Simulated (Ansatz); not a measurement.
```yaml
crystal:
  periodic: [false, false, false]
  atoms:
    - {symbol: N, position_ang: [-0.765597, -0.020188, 0.226605]}
    - {symbol: Cu, position_ang: [1.089339, 0.003573, -0.335861]}
    - {symbol: Cl, position_ang: [3.080324, 0.027489, -0.939660]}
    - {symbol: H, position_ang: [-1.161377, -0.952509, 0.159009]}
    - {symbol: H, position_ang: [-1.335360, 0.594284, -0.346305]}
    - {symbol: H, position_ang: [-0.865329, 0.283353, 1.190112]}
basis:
  gaussian: {orbitals: def2-SVP}
hamiltonian: {xc: {name: SPW92}, pseudopotentials: {relativity: scalar}}
output: {forces: true}
```

```sh
$ ansatz run in.yaml --threads 4 --pin off --events-out ev --progress --plain --max-ram 10444MiB
```

Output, abridged:

```
Functional definition: SPW92
925 factors; their error is unknown
mean field evaluation 1: about -58903.9495 eV, gradient 6.3e1 eV
mean field evaluation 2: about -58789.2101 eV, gradient 2.6e2 eV
mean field evaluation 4: about -58911.2358 eV, gradient 8.4e0 eV
mean field evaluation 8: about -58911.3410 eV, gradient 1.7e-1 eV
mean field evaluation 16: about -58911.2924 eV, gradient 4.2e-5 eV
mean field -58911.29236256 eV, -2164.9500628160 hartree, gradient 4.2e-5 eV, S^2 0.000000; 0 other end points of the search recorded, 0 dependent functions left out
reference -58911.29241645 eV, -2164.9500647965 hartree; 28, 28 occupied and 50, 50 virtual orbitals, 925 factors
Total energy: -58911.29241645 eV, -2164.9500647965 hartree
Relativity: scalar
Atom 0 at    -0.765597    -0.020188     0.226605 Å, force     1.549145     0.020205    -0.469757 eV/Å
Atom 1 at     1.089339     0.003573    -0.335861 Å, force    -0.136793    -0.002969     0.041399 eV/Å
Atom 2 at     3.080324     0.027489    -0.939660 Å, force    -0.740135    -0.008388     0.224486 eV/Å
Atom 3 at    -1.161377    -0.952509     0.159009 Å, force    -0.256292    -0.726263    -0.068574 eV/Å
Atom 4 at    -1.335360     0.594284    -0.346305 Å, force    -0.391180     0.479957    -0.462972 eV/Å
Atom 5 at    -0.865329     0.283353     1.190112 Å, force    -0.024745     0.237458     0.735418 eV/Å
Dipole moment:    -1.696311    -0.021256     0.514393 e Å
```

Run time 0.45 s (4 threads of an Arm Neoverse V2 on a shared host); peak host memory 0.12 GiB.
